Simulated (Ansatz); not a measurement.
CH$_{3}$AlBr$_{2}$ (SMILES [CH3][Al]([Br])[Br]), singlet, geometry from GFN2-xTB (such geometries of metal compounds can be far from the true shape), with bond 5-4 at 2.4 times its length; CASSCF(2,2)/STO-3G (Ansatz, a quantum-chemistry and plane-wave program).

Here is a job for Ansatz.
Ansatz 0.2 input:
```yaml
crystal:
  periodic: [false, false, false]
  atoms:
    - {symbol: Al, position_ang: [0.57518319, -0.16996298, 0.35064613]}
    - {symbol: Br, position_ang: [-1.23967280, -1.51906829, 0.32796055]}
    - {symbol: Br, position_ang: [0.42600957, 1.76048967, -0.81695090]}
    - {symbol: C, position_ang: [2.21870083, -0.65963579, 1.32903123]}
    - {symbol: H, position_ang: [3.30747909, 1.41491691, 2.51812054]}
    - {symbol: H, position_ang: [2.98760578, -1.06743485, 0.66422614]}
    - {symbol: H, position_ang: [2.02866231, -1.41974130, 2.09336432]}
basis:
  gaussian:
    orbitals: STO-3G
hamiltonian:
  xc: hf
magnetization: {spin_polarized: false}
correlation: {active_space: {window: {electrons: 2, orbitals: 2}}}
```

### Question
What does Ansatz print? Leave out banner, timings and long lists.

### Answer

```
Functional definition: HF
553 factors; integrals over basis functions are off by at most 6.4e-5 eV
mean field evaluation 1: about -146046.2859 eV, gradient 3.0e1 eV
mean field evaluation 2: about -146046.3049 eV, gradient 3.0e1 eV
mean field evaluation 4: about -146052.0940 eV, gradient 3.6e0 eV
mean field evaluation 8: about -146052.1646 eV, gradient 2.6e-4 eV
mean field -146052.16156421 eV, -5367.3179397740 hartree, gradient 1.9e-6 eV, S^2 0.000000; 0 other end points of the search recorded, 0 dependent functions left out
reference -146052.16156421 eV, -5367.3179397740 hartree; 46, 46 occupied and 7, 7 virtual orbitals, 553 factors
state -146057.08872065 eV, -5367.4990094335 hartree
Total energy: -146057.08872065 eV, -5367.4990094335 hartree
```
